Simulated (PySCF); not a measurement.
H8PSi3, doublet, geometry from GFN2-xTB. Base run: PBE/STO-3G (PySCF).

Geometry (Å):
```xyz
12

Si    -0.5355     1.9566    -0.1843
P     -0.1830    -0.0346     0.7059
Si     1.9512    -0.4417     0.2386
Si    -1.2804    -1.3795    -0.6805
H     -1.9712     2.2384    -0.0700
H      0.1973     2.9385     0.6225
H      2.2445    -1.7871     0.7260
H      2.7250     0.5666     0.9573
H      2.2217    -0.3538    -1.1980
H     -2.6828    -0.9794    -0.6060
H     -0.7956    -1.2560    -2.0569
H     -1.0876    -2.7438    -0.1962
```
Charge 0, spin multiplicity 2.
Orbitals are unrestricted.
All else is at PySCF's defaults.

The base run was repeated with changes; each row names its change, and settings that it needs were set with it.

```tsv
change	E (Eh)	HOMO (eV)	dipole (D)	<S^2>	core-seconds (rough)
base	-1199.99753	-1.00	1.04	0.751	10
functional = revpbe	-1200.41706	-1.04	1.04	0.751	10
functional = mn12l	-1198.74664	-0.87	1.14	0.754	10
functional = blyp; dispersion = d4	-1200.53502	-0.86	1.03	0.751	10
functional = b3lyp; dispersion = d3bj	-1200.71754	-2.02	1.06	0.751	10
functional = hf	-1198.36930	-5.06	1.43	0.753	1
functional = m06	-1200.48459	-1.99	1.10	0.751	10
functional = pbe0; dispersion = d3bjm	-1200.22289	-2.26	1.09	0.751	10
functional = lc_wpbe	-1200.21771	-5.01	1.24	0.752	20
functional = blyp; dispersion = d3zero	-1200.51326	-0.86	1.03	0.751	10
functional = m062x	-1200.70263	-3.29	1.12	0.751	10
functional = r2scan	-1200.58559	-1.35	1.07	0.751	20
functional = pbe0; dispersion = d4	-1200.20421	-2.26	1.09	0.751	10
```

Absolute energies of different levels of theory aren't comparable as measures of quality.

Open shells are given as the SCF converged; they aren't shown to be the lowest states, and a large step between rows can be another state.
